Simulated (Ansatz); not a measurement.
System: chloro(fluoro)silane, sum formula SiH$_{2}$ClF, charge 0, multiplicity 1. 
Coordinates optimised at B3LYP-D3(BJ)/def2-TZVP (Ansatz, a first-principles code):
```xyz
5

Si    -0.6602    -0.3653    -0.0183
F     -1.3303     1.0796    -0.1089
Cl     1.3732    -0.1459     0.0740
H     -1.0030    -1.1093    -1.2389
H     -1.1251    -1.0119     1.2173
```
Charge 0, spin multiplicity 1.

Basis-set convergence of Hartree-Fock and CCSD(T) correlation energies (hartree) with Ansatz. Correlated levels leave the core frozen unless marked. No spin-orbit coupling. No relativistic terms.

```csv
basis,functions,E(HF),"E(corr, CCSD(T))"
cc-pV(D+d)Z,70,-849.15811,-0.46069
cc-pV(T+d)Z,136,-849.23253,-0.61183
cc-pV(Q+d)Z,243,-849.25019,-0.66504
```

Extrapolating the two largest sets (X = 3 and 4) as X^-3: E(corr) = (64·(-0.66504) - 27·(-0.61183))/37 = -0.7039 Eh, an estimate of the basis-set limit. The largest set recovers 94.5 % of it, the smallest 65.5 %.
